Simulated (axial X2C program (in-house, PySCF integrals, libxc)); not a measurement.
# Outer orbitals of CoSe⁺ at 2.174 Å, PBE0

All values were computed with an in-house all-electron X2C program for linear molecules (integrals from PySCF). Spin-free means the one-electron spin-free X2C Hamiltonian; two-component (2c) means X2C with spin–orbit coupling and atomic mean-field two-electron Coulomb and Gaunt terms, so the difference of the two also holds small scalar two-electron terms. Basis: Se dyall-cv3z [8s9p6d4f1g], Co dyall-cv3z [9s10p6d3f2g] (cores contracted in-house); Gaussian nuclei, density fitting, unrestricted open shells. Masses: Se 79.917 u, Co 58.933 u.

The distance is close to the 2c PBE0 minimum; the highest filled and lowest empty levels are listed.

Spin-free orbitals, state M_S = 2, Λ = 2 (beyond evenly filled blocks: σα, π+α, π-α, δ+α, δ+β, δ-α) (Löwdin shares):

```json
{"symmetry": "σα", "occupied": "yes", "ε (eV)": "-26.13", "atomic character": "79% Se s, 9% Co p, 7% Co d"}
{"symmetry": "σβ", "occupied": "yes", "ε (eV)": "-24.32", "atomic character": "78% Se s, 9% Co p, 6% Co d"}
{"symmetry": "σα", "occupied": "yes", "ε (eV)": "-17.37", "atomic character": "84% Co d, 12% Se p, 3% Se s"}
{"symmetry": "π+α", "occupied": "yes", "ε (eV)": "-16.60", "atomic character": "88% Co d, 10% Se p"}
{"symmetry": "π-α", "occupied": "yes", "ε (eV)": "-16.60", "atomic character": "88% Co d, 10% Se p"}
{"symmetry": "δ-α", "occupied": "yes", "ε (eV)": "-16.36", "atomic character": "100% Co d"}
{"symmetry": "δ+α", "occupied": "yes", "ε (eV)": "-16.36", "atomic character": "100% Co d"}
{"symmetry": "σβ", "occupied": "yes", "ε (eV)": "-14.59", "atomic character": "70% Se p, 12% Co s, 10% Co d"}
{"symmetry": "σα", "occupied": "yes", "ε (eV)": "-14.35", "atomic character": "61% Se p, 23% Co s, 11% Co d"}
{"symmetry": "π+β", "occupied": "yes", "ε (eV)": "-14.08", "atomic character": "83% Co d, 15% Se p"}
{"symmetry": "π-α", "occupied": "yes", "ε (eV)": "-13.90", "atomic character": "81% Se p, 14% Co d, 5% Co p"}
{"symmetry": "π+α", "occupied": "yes", "ε (eV)": "-13.90", "atomic character": "81% Se p, 14% Co d, 5% Co p"}
{"symmetry": "δ+β", "occupied": "yes", "ε (eV)": "-13.86", "atomic character": "100% Co d"}
{"symmetry": "π-β", "occupied": "yes", "ε (eV)": "-13.67", "atomic character": "75% Co d, 22% Se p"}
{"symmetry": "π+β", "occupied": "no", "ε (eV)": "-9.83", "atomic character": "73% Se p, 19% Co d, 8% Co p"}
{"symmetry": "π-β", "occupied": "no", "ε (eV)": "-9.74", "atomic character": "65% Se p, 27% Co d, 7% Co p"}
{"symmetry": "σβ", "occupied": "no", "ε (eV)": "-8.69", "atomic character": "51% Co d, 42% Co s, 3% Se p"}
{"symmetry": "σα", "occupied": "no", "ε (eV)": "-8.57", "atomic character": "54% Co s, 30% Co p, 11% Se p"}
```

Spinors with spin–orbit coupling (state Ω = 4):

```tsv
ω	occupied	ε (eV)	atomic character	λ mixture
1/2	yes	-26.14	79% Se s, 9% Co p, 7% Co d	100% σ
-1/2	yes	-24.33	78% Se s, 9% Co p, 6% Co d	100% σ
1/2	yes	-17.34	84% Co d, 12% Se p, 3% Se s	100% σ
-1/2	yes	-16.62	88% Co d, 11% Se p	100% π
3/2	yes	-16.53	89% Co d, 10% Se p	100% π
-3/2	yes	-16.40	100% Co d	100% δ
5/2	yes	-16.26	100% Co d	100% δ
-1/2	yes	-14.63	71% Se p, 11% Co s, 10% Co d	94% σ, 6% π
1/2	yes	-14.37	60% Se p, 22% Co s, 14% Co d	94% σ, 6% π
1/2	yes	-14.01	77% Co d, 19% Se p	94% π, 6% σ
-1/2	yes	-13.98	79% Se p, 14% Co d, 5% Co p	94% π, 6% σ
3/2	yes	-13.90	96% Co d, 4% Se p	95% δ, 5% π
3/2	yes	-13.77	77% Se p, 18% Co d, 5% Co p	95% π, 5% δ
-3/2	yes	-13.69	78% Co d, 19% Se p	100% π
1/2	no	-9.91	70% Se p, 22% Co d, 8% Co p	100% π
-3/2	no	-9.65	68% Se p, 24% Co d, 8% Co p	100% π
-1/2	no	-8.67	51% Co d, 42% Co s, 3% Se p	100% σ
1/2	no	-8.56	54% Co s, 30% Co p, 12% Se p	100% σ
```

Q: How does the gap between the highest filled and lowest empty level change from the spin-free to the 2c table?

A: From 3.84 to 3.78 eV at PBE0, a change of -0.06 eV.

Mulliken charges and populations of the two-component result (they depend on the basis, above all on diffuse functions):

Se 0.19 e (s 7.99 p 15.77 d 10.05 f 0.01), Co 0.81 e (s 6.41 p 12.13 d 7.64). ⟨Lz⟩ = 2.00 ħ and ⟨Sz⟩ = 2.00 ħ (0.77 and 1.22 on the two atoms), which add up to Ω.

The state is a single determinant with fixed occupations, the lowest that a limited PBE0 search found. Density functionals use the spin component along the axis (collinear). Other states lie close and PBE0, whose exact exchange favours high spin, may order them wrongly; the determinant shown need not be the ground state. The nearest other spin-free determinant of the search, M_S = 1, Λ = 4, lies 0.72 eV up at the distance of the search. The functionals have no current-density term, which raises determinants with orbital currents, atoms included. With several unpaired electrons one determinant need not be a pure state. Open-shell Ω = 0 determinants with evenly filled partner blocks cannot be reached by this program, so the Ω shown need not be the lowest component.
